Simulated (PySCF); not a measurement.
PySCF input file for (E)-1-bromo-2-chloro-1-fluoroethene (C2HBrClF), SMILES C(/F)(Br)=C/Cl, HF/pcSseg-1. Coordinates come from a ωB97X-D3(BJ)/def2-SVP optimisation.

```python
import numpy as np
from pyscf import gto, scf, dft
from pyscf.prop.nmr import rhf as nmr

mol = gto.M(
    atom='''
    F    -1.56065033    0.37306791    0.00000000
    C    -0.26186981    0.13887348    0.00000000
    Br    0.17974683   -1.67809521    0.00000000
    C     0.65526017    1.10500855    0.00000000
    Cl    0.21609728    2.76688056    0.00000000
    H     1.72071793    0.87545929    0.00000000
    ''',
    basis='pcSseg-1',
    charge=0,
    spin=0,
    max_memory=1600,
    verbose=3,
)
mf = scf.RHF(mol)
mf.conv_tol = 1e-10
mf.max_cycle = 100
mf.kernel()
n = nmr.NMR(mf)
n.verbose = 2
n.max_cycle_cphf = 60
sigma = n.kernel()
print('atom   isotropic/ppm   span/ppm')
for i, s in enumerate(sigma):
    w = np.linalg.eigvalsh((s + s.T) / 2)
    print(f'{mol.atom_symbol(i):2s}{i + 1:3d} {w.mean():14.3f} {w[2] - w[0]:11.3f}')
```

Log of the run:

```
converged SCF energy = -3207.2656217615
atom   isotropic/ppm   span/ppm
F   1        300.854     105.880
C   2         32.924     170.192
Br  3       2161.840    1344.569
C   4         76.461     153.107
Cl  5        846.989     350.307
H   6         25.938      10.474
```

The run converged.
